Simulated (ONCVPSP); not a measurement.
## How hard is this nitrogen ONCV potential?

| Quantity | Value |
| --- | --- |
| Element | N |
| Generator | ONCVPSP 4.0.1 |
| Type | optimised norm-conserving Vanderbilt (ONCV) |
| Functional | PW91 |
| Relativity | scalar-relativistic |
| Frozen core | [He] |
| Valence charge | 5 |
| Reference configuration | 2s2 2p3 |
| Partial waves | 2s: rc 0.90 bohr, ncon 4, nbas 7, qcut 7.8 1/bohr, 1 projector; 2p: rc 1.40 bohr, ncon 5, nbas 9, qcut 9.4 1/bohr, 2 projectors, debl 0.8 Ha |
| Local potential | polynomial inside 0.85 bohr (lpopt 2, dvloc0 1 Ha) |
| Core correction | none |

Question: For each optimised wave give the share of its norm inside rc, the residual kinetic energy above qcut (Ha) and the cutoffs (Ha) for errors of 10, 1, 0.1 and 0.01 mHa per electron.

Answer:

```
         wave  norm inside rc  residual KE  10 mHa  1 mHa  0.1 mHa  0.01 mHa
           2s           0.252      7.8e-04    19.8   29.6     95.8     139.1
           2p           0.553      8.5e-06    23.1   31.6     38.0      44.2
p projector 2           0.146      7.6e-06    21.2   30.5     37.7      43.7
```

The occupied waves need 32 Ha and 96 Ha for 1 and 0.1 mHa. Its largest configuration-test error is +444 meV.
